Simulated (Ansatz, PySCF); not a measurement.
FGeH5OSi, SMILES [SiH2](F)[O][GeH3].

Coordinates come from a PBE0-D3(BJ)/def2-SVP optimisation. The structure was generated by enumeration, and PubChem lists no compound with its InChIKey, so it may never have been made. Other conformers were not sampled.

Vertical ionisation energy (IE) and electron affinity (EA) in eV. Rows of orbital energies are one-electron estimates. Where ΔSCF, EOM or ADC give a negative EA the extra electron is unbound and the value depends on the basis.

| level | IE | EA |
|---|---|---|
| −ε(HOMO), −ε(LUMO), CAM-B3LYP/def2-TZVP (PySCF) | 10.20 | -0.87 |
| −ε(HOMO), −ε(LUMO), PBE/def2-TZVP (PySCF) | 7.32 | 1.02 |
| ΔSCF, PBE0/def2-SVPD (Ansatz), final states of multiplicity 2 and 2 | 10.82 | -1.12 |
| ΔSCF, PBE/def2-SVPD (Ansatz), final states of multiplicity 2 and 2 | 10.32 | -0.92 |

**Question.** What vertical singlet–triplet gap does ΔSCF give with PBE0/def2-SVPD (Ansatz, a program for electronic structure) and with PBE/def2-SVPD (Ansatz)? (The exact figures need the calculation; the answer reports its results.)

**Answer.** 6.78 and 6.19 eV (triplet above singlet where positive).
